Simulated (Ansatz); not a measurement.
AuCl, singlet, at a GFN2-xTB geometry (such geometries of metal compounds can be far from the true shape) (core potentials on Au). Base run: BLYP/def2-SV(P) in Ansatz (a quantum-chemistry and plane-wave program).

The Ansatz input:
Ansatz 0.2 input:
```yaml
crystal:
  periodic: [false, false, false]
  atoms:
    - {symbol: Au, position_ang: [-0.00000000, -0.00000000, -0.39608010]}
    - {symbol: Cl, position_ang: [0.00000000, 0.00000000, 1.84060754]}
basis:
  gaussian:
    orbitals: def2-SV_P_.json
hamiltonian:
  xc: blyp
```
The basis file holds def2-SV(P) in the JSON format of the Basis Set Exchange.

The base run was repeated with changes; each row names its change, and settings that it needs were set with it.

```
change                                                          ΔE vs base (µEh)
--------------------------------------------------------------  ----------------
base                                                                         0.0
point_charge = charge:0.5 position_ang:1.5952, 3.0239, -1.5739              1341
lower_state_search = full                                                    0.0
final_grid = 4, 8, 17                                                        [?]
fitting.mean_field = def2-universal-JKFIT                                  -18.9
lower_state_search = light                                                   0.0
point_charge = charge:1.0 position_ang:-4.0337, 0.8289, 0.78               -7773
accuracy = high                                                              0.9
final_grid = 6, 12, 29                                                      -0.5
forces = on                                                                  0.0
final_grid = 10, 20, 41                                                     -0.1
```

Task: Complete the blanks.

Result: 
- final_grid = 4, 8, 17, ΔE vs base (µEh): 128
